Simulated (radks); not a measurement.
The numbers below are computed, except where a source is named.
Problem. All-electron atom: Tc2+ in [Kr] 4d4.5 5s0.5 (fractional occupations, a model configuration). Level of theory: Dirac Kohn-Sham, PBE, spin-unpolarised, spherical densities, finite nucleus; open shells fill j = l - 1/2 first; Fermi nuclear charge, rms radius 4.4112 fm (a radial shooting solver on a logarithmic mesh with Libxc functionals). Some entries of the table are withheld. Estimate them.

| orbital | occ. | eigenvalue (hartree) | <1/r> (bohr^-1) |
|---|---|---|---|
| 1s1/2 | 2 | -767.1746 | 44.71 |
| 2s1/2 | 2 | -110.0087 | 10.20 |
| 2p1/2 | 2 | (1) | 10.18 |
| 2p3/2 | 4 | (2) | 9.668 |
| 3s1/2 | 2 | -19.71926 | (3) |
| 3p1/2 | 2 | (4) | 3.408 |
| 3p3/2 | 4 | (5) | 3.285 |
| 3d3/2 | 4 | -9.93241 | (6) |
| 3d5/2 | 6 | -9.79271 | (7) |
| 4s1/2 | 2 | -3.36246 | 1.299 |
| 4p1/2 | 2 | -2.40452 | (8) |
| 4p3/2 | 4 | -2.29539 | (9) |
| 4d3/2 | 4 | -0.88809 | 0.8408 |
| 4d5/2 | 0.5 | -0.87635 | 0.8323 |
| 5s1/2 | 0.5 | -0.70355 | 0.4607 |

Solution. 
(1) 2p1/2 eigenvalue (hartree): -101.4940
(2) 2p3/2 eigenvalue (hartree): -97.14823
(3) 3s1/2 <1/r> (bohr^-1): 3.508
(4) 3p1/2 eigenvalue (hartree): -16.44693
(5) 3p3/2 eigenvalue (hartree): -15.72018
(6) 3d3/2 <1/r> (bohr^-1): 3.102
(7) 3d5/2 <1/r> (bohr^-1): 3.070
(8) 4p1/2 <1/r> (bohr^-1): 1.180
(9) 4p3/2 <1/r> (bohr^-1): 1.144
